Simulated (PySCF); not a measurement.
Isomers of C2H7BO, mass 58.059 u with the commonest isotopes. Theory: PBE0-D3(BJ)/def2-SVP geometry optimisation, gas phase in PySCF 2.14.0. One conformer each, none proved a minimum here; rigid rotors.

Question: Order these by dipole moment, smallest first.
A. `CB(O)C` (BMe2(OH))
B. `[BH2:1][CH2:2][O:3][CH3:4]` with H–B1–C2–O3 4° and -178°, B1–C2–O3–C4 -177°
C. `[CH3:1][BH:2][O:3][CH3:4]` with C1–B2–O3–C4 179°

Answer: C (1.10 D), A (1.47 D), B (1.62 D).

Question: Order these by rotational constant C, smallest first.
A. `[BH2:1][CH2:2][O:3][CH3:4]` with H–B1–C2–O3 4° and -178°, B1–C2–O3–C4 -177°
B. BMe2(OH), `CB(C)O`
C. `[CH3:1][BH:2][O:3][CH3:4]` with C1–B2–O3–C4 179°

Answer: C (3632 MHz), A (3951 MHz), B (4205 MHz).

Question: Order these by rotational constant B, largest first.
A. BMe2(OH) (`CB(C)O`)
B. `[CH3:1][BH:2][O:3][CH3:4]` with C1–B2–O3–C4 179°
C. `[BH2:1][CH2:2][O:3][CH3:4]` with H–B1–C2–O3 4° and -178°, B1–C2–O3–C4 -177°

Answer: A (7420 MHz), C (4276 MHz), B (3843 MHz).

```tsv
SMILES	point group	Ia (u·Å²)	Ib (u·Å²)	Ic (u·Å²)	κ	μa (D)	μb (D)	μc (D)
BCOC	near Cs	16.09	118.18	127.91	-0.98	0.72	1.45	0.05
CB(C)O	near Cs	58.31	68.11	120.19	0.44	1.46	0.10	0.04
CBOC	–	13.98	131.49	139.15	-0.99	1.05	0.34	0.02
```
